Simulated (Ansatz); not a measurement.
Born–Oppenheimer molecular dynamics of CH₂BrClOSi (7 atoms, charge 0, multiplicity 1). It starts at the highest image of a converged band, a first-order saddle point between two minima.

These are results of RKS PBE0-D4/def2-SVP (Ansatz), not measurements.

```yaml
ensemble: NVE (velocity Verlet)
time_step: 0.5 fs
steps_asked: 200
starting_velocities_drawn_for: 100 K
seed: 10354
```

First frame:

```xyz
7
Properties=species:S:1:pos:R:3
Cl -0.048 -1.349 1.599
C -0.131 -0.645 -0.018
Br -0.948 -1.865 -1.287
O 1.045 -0.136 -0.418
Si -0.472 1.242 -0.088
H -0.108 1.727 1.298
H 0.724 0.959 -1.131
```

Question: What does the run give?

Answer: All steps were run.

```json
{
  "steps done": "200",
  "time covered": "100 fs",
  "mean temperature over the second half": "1783 K",
  "spread of the potential energy over the second half": "63.2 meV per atom",
  "mean potential energy of the second half above the start": "-155.4 meV per atom"
}
```

The conserved energy stayed within 0.19 meV per atom of its start (net change -0.19 meV per atom), so the integration is sound. The system heated up, since it started high on the potential surface and ran downhill. A run of 0.1 ps of so small a system gives no equilibrium averages. The orbitals stay closed-shell, which can raise the energy where a bond breaks towards radicals; this wasn't checked here.

Question: What happens to the structure?

Answer: The step under study would form O4–H7 and break Si5–H7. These pairs go: O4–H7 1.34 → 2.77 Å, Si5–H7 1.61 → 1.52 Å. In the last frame they stand as before the step (other bonds may differ from the relaxed reactants and products). It ends as one piece, CH2BrClOSi. Pairs count as bonded within 1.25 times the sum of covalent radii (0.12 Å more for H–H). This is one draw of velocities; another would differ in detail.

Question: How do temperature and energy run in time?

Answer: 
```
time (fs)  T (K)  potential energy less start (eV)  conserved less start (meV/atom)
      0.0    100                             0.000                             0.00
      3.0     83                             0.011                             0.01
      6.0     75                             0.016                             0.01
      9.0    102                            -0.001                             0.01
     12.0    195                            -0.061                             0.05
     15.0    558                            -0.296                             0.05
     18.0   1214                            -0.721                            -0.06
     21.0   1712                            -1.043                            -0.11
     24.0   1886                            -1.155                            -0.08
     27.0   1947                            -1.194                            -0.07
     30.0   1972                            -1.210                            -0.04
     33.0   2077                            -1.278                             0.00
     36.0   2355                            -1.458                            -0.05
     39.0   2579                            -1.603                            -0.12
     42.0   2397                            -1.486                            -0.15
     45.0   1721                            -1.049                            -0.11
     48.0    931                            -0.536                             0.06
     51.0    926                            -0.533                             0.07
     54.0   1733                            -1.057                            -0.14
     57.0   2282                            -1.411                            -0.17
     60.0   2321                            -1.436                            -0.11
     63.0   2130                            -1.312                            -0.07
     66.0   1956                            -1.199                             0.01
     69.0   2102                            -1.294                            -0.04
     72.0   2270                            -1.404                            -0.17
     75.0   2011                            -1.235                            -0.04
     78.0   1848                            -1.131                            -0.12
     81.0   1489                            -0.899                            -0.15
     84.0    719                            -0.400                             0.00
     87.0    304                            -0.131                             0.12
     90.0    843                            -0.480                             0.03
     93.0   1866                            -1.142                            -0.12
     96.0   2622                            -1.631                            -0.17
     99.0   2898                            -1.809                            -0.17
```

The run took 10 min on 2 threads of Arm Neoverse V1, with other jobs on the host, peak memory 0.26 GiB.
